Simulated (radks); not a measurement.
Species: the bismuth ion Bi+. Configuration: [Hg] 6p2. Calculated with a radial shooting solver on a logarithmic mesh with Libxc functionals: Dirac Kohn-Sham, Slater X-alpha with alpha = 0.567, spin-unpolarised, spherical densities, finite nucleus; open shells fill j = l - 1/2 first; Fermi nuclear charge, rms radius 5.5211 fm.

Spin-orbit splittings of the eigenvalues, e(l+1/2) - e(l-1/2), with zeta = 2 splitting/(2l+1) and mean radii in bohr:

\begin{tabular}{lrrrrr}
shell & occ. & splitting (eV) & zeta (eV) & <r> j=l-1/2 & <r> j=l+1/2 \\ \hline
2p & 6 & 2309 & 1539 & 0.05397 & 0.06301 \\
3p & 6 & 516.2 & 344.1 & 0.1619 & 0.1784 \\
3d & 10 & 109.4 & 43.75 & 0.1548 & 0.1598 \\
4p & 6 & 127.3 & 84.85 & 0.3788 & 0.4139 \\
4d & 10 & 23.69 & 9.477 & 0.4178 & 0.4290 \\
4f & 14 & 5.406 & 1.545 & 0.4409 & 0.4472 \\
5p & 6 & 24.60 & 16.40 & 0.8887 & 0.9805 \\
5d & 10 & 2.931 & 1.172 & 1.227 & 1.274 \\
6p & 2 & 2.042 & 1.362 & 2.692 & 3.064 \\
\end{tabular}
